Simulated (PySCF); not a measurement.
# Low-lying terms of Xe (xenon, neutral)

Ground state [Xe], ¹S. Calculation: PySCF 2.14, in aug-cc-pVTZ-PP with one added diffuse shell each of d, f type with ECP28MDF (6s5p5d3f, 67 functions); scalar relativity through the core potential. Vertical excitation energies in eV without spin-orbit coupling; excited terms of each kind are numbered among those the solver found. Frozen: 4s2 4p6.

```csv
term,leading excitation,EOM-EE-CCSD
1 3P°,5p → s,8.760
1 1P°,5p → s,9.073
2 3P°,5p → d,10.058
1 3S,5p → p,10.067
1 3F°,5p → d,10.279
1 3D,5p → p,10.430
1 1D,5p → p,10.543
1 1F°,5p → d,10.575
1 1D°,5p → d,10.628
1 1P,5p → p,10.652
1 3P,5p → p,10.660
1 1S,5p → p,11.181
```

The spin-orbit splitting of the hole, absent here, rivals or exceeds the spacing of these terms, so the LS terms are model states.

Only the lower part of the computed list is shown. The solver can miss terms. Rydberg members are limited by the diffuse functions of the basis.
